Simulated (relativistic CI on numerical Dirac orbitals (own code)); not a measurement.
# Ga⁺: computed level list

Calculated at this level of theory: Dirac-Coulomb-Breit CI, orbitals from a KLI potential per configuration, QED by a radiative potential, valence Slater integrals scaled by 0.85, P86 correlation energy added to each configuration (own radial code, finite nucleus).

Configurations in the expansion (outside the closed core [Ar] 3d10): 4s2, 4s 4p, 4s 5s, 4p2, 4s 4d, 4s 5p, 4d2, 4s 6s, 4s 4f, 4s 5d, 4p 4d, 4s 6p, 4s 7s, 4s 5g, 4s 5f, 4s 6d, 4s 7p, 4s 6f, 4p 5s. Levels of other configurations are missing.

```csv
No.,Configuration,Term,J,E (cm⁻¹),%,Next component (%),jj configuration (%)
1,4s2,1S,0,0.0,97,3 4p2 1S,closed (97)
2,4s 4p,3P°,0,43338.6,100,,4s 4p1/2 (100)
3,4s 4p,3P°,1,43743.5,100,,4s 4p1/2 (68)
4,4s 4p,3P°,2,44581.6,100,,4s 4p3/2 (100)
5,4s 4p,1P°,1,68373.3,95,2 4s 5p 1P°,4s 4p3/2 (65)
6,4s 5s,3S,1,98904.2,100,,4s 5s (100)
7,4s 4d,1D,2,102793.6,58,41 4p2 1D,4s 4d5/2 (35)
8,4s 5s,1S,0,103140.7,99,1 4s 6s 1S,4s 5s (99)
9,4s 4d,3D,1,109436.4,100,,4s 4d3/2 (100)
10,4s 4d,3D,2,109456.9,100,,4s 4d3/2 (60)
11,4s 4d,3D,3,109489.1,100,,4s 4d5/2 (100)
12,4p2,3P,0,109838.0,99,,4p1/2^2 (71)
13,4p2,3P,1,110279.8,100,,4p1/2 4p3/2 (100)
14,4p2,3P,2,111092.5,99,,4p3/2^2 (67)
15,4s 5p,3P°,0,114064.6,99,,4s 5p1/2 (99)
16,4s 5p,3P°,1,114154.6,99,,4s 5p1/2 (70)
17,4s 5p,3P°,2,114352.3,99,,4s 5p3/2 (99)
18,4s 5p,1P°,1,117465.7,95,2 4s 4p 1P°,4s 5p3/2 (68)
19,4p2,1D,2,122647.3,40,36 4s 4d 1D,4p1/2 4p3/2 (25)
20,4s 6s,3S,1,129009.9,100,,4s 6s (100)
21,4s 6s,1S,0,130313.4,85,13 4p2 1S,4s 6s (85)
22,4p2,1S,0,132215.8,81,13 4s 6s 1S,4p3/2^2 (58)
23,4s 5d,3D,1,132891.7,100,,4s 5d3/2 (100)
24,4s 5d,3D,2,132900.4,100,,4s 5d3/2 (60)
25,4s 5d,3D,3,132913.6,100,,4s 5d5/2 (100)
26,4s 4f,3F°,2,134997.9,99,1 4p 4d 3F°,4s 4f5/2 (99)
27,4s 4f,3F°,3,134998.2,58,41 1F°,4s 4f7/2 (96)
28,4s 4f,1F°,3,135009.4,58,41 3F°,4s 4f5/2 (97)
29,4s 4f,3F°,4,135009.5,99,1 4p 4d 3F°,4s 4f7/2 (99)
30,4s 6p,3P°,0,135028.7,100,,4s 6p1/2 (100)
31,4s 6p,3P°,1,135066.7,99,,4s 6p1/2 (72)
32,4s 6p,3P°,2,135153.7,100,,4s 6p3/2 (100)
33,4s 6p,1P°,1,136003.3,97,2 4p 5s 1P°,4s 6p3/2 (71)
34,4s 5d,1D,2,136999.0,72,12 4s 6d 1D,4s 5d5/2 (44)
35,4s 7s,3S,1,141672.9,100,,4s 7s (100)
36,4s 7s,1S,0,142545.2,99,1 4s 6s 1S,4s 7s (99)
37,4s 6d,3D,1,143554.9,100,,4s 6d3/2 (100)
38,4s 6d,3D,2,143559.3,100,,4s 6d3/2 (60)
39,4s 6d,3D,3,143566.0,100,,4s 6d5/2 (100)
40,4s 7p,3P°,0,144767.3,100,,4s 7p1/2 (100)
41,4s 7p,3P°,1,144786.7,99,1 1P°,4s 7p1/2 (74)
42,4s 7p,3P°,2,144832.2,100,,4s 7p3/2 (100)
43,4s 5f,3F°,2,145002.5,99,1 4p 4d 3F°,4s 5f5/2 (99)
44,4s 5f,3F°,3,145004.7,78,21 1F°,4s 5f7/2 (86)
45,4s 5f,3F°,4,145012.9,99,1 4p 4d 3F°,4s 5f7/2 (99)
46,4s 5f,1F°,3,145015.5,78,21 3F°,4s 5f5/2 (86)
47,4s 7p,1P°,1,145145.1,97,2 4p 5s 1P°,4s 7p3/2 (73)
48,4s 5g,3G,4,145242.8,100,,4s 5g7/2 (61)
49,4s 5g,3G,5,145242.8,100,,4s 5g9/2 (100)
50,4s 5g,3G,3,145242.8,100,,4s 5g7/2 (100)
51,4s 5g,1G,4,145243.4,100,,4s 5g9/2 (61)
52,4s 6d,1D,2,145994.1,85,8 4p2 1D,4s 6d5/2 (51)
53,4s 6f,3F°,2,150448.6,99,1 4p 4d 3F°,4s 6f5/2 (99)
54,4s 6f,3F°,3,150451.1,86,13 1F°,4s 6f7/2 (78)
55,4s 6f,3F°,4,150457.3,99,1 4p 4d 3F°,4s 6f7/2 (99)
56,4s 6f,1F°,3,150461.3,86,13 3F°,4s 6f5/2 (78)
57,4p 5s,3P°,0,162152.5,99,,4p1/2 5s (99)
58,4p 5s,3P°,1,162528.4,97,2 1P°,4p1/2 5s (79)
59,4p 5s,3P°,2,163604.3,99,,4p3/2 5s (99)
```

Energies count from the lowest computed level; ° marks odd parity. Filled j subshells are mostly left out of the jj labels.

The mean weight of the leading LS term, summed over parents, in these 59 levels is 94 %, and that of the leading jj configuration (from the same eigenvectors) 84 %.

Correlation outside the listed configurations is missing or only estimated: errors of thousands of cm⁻¹ between configurations and terms are usual at this charge. Rates and lifetimes follow the computed energies and can be off by large factors. The fine structure of a lone outer electron comes out too small, for d and f at times inverted, and misplaced configurations move strength between like terms. 12 of the 13 excited levels that our extract of the measured tables holds in this range could be paired (the sources list more); they are missed by 4035 cm⁻¹ on average and 4394 at most, and levels without a partner can miss by more.

LS names give the leading component of a level, which can be under half, so a name can repeat, a term be missing and a line seem to break the LS rules.
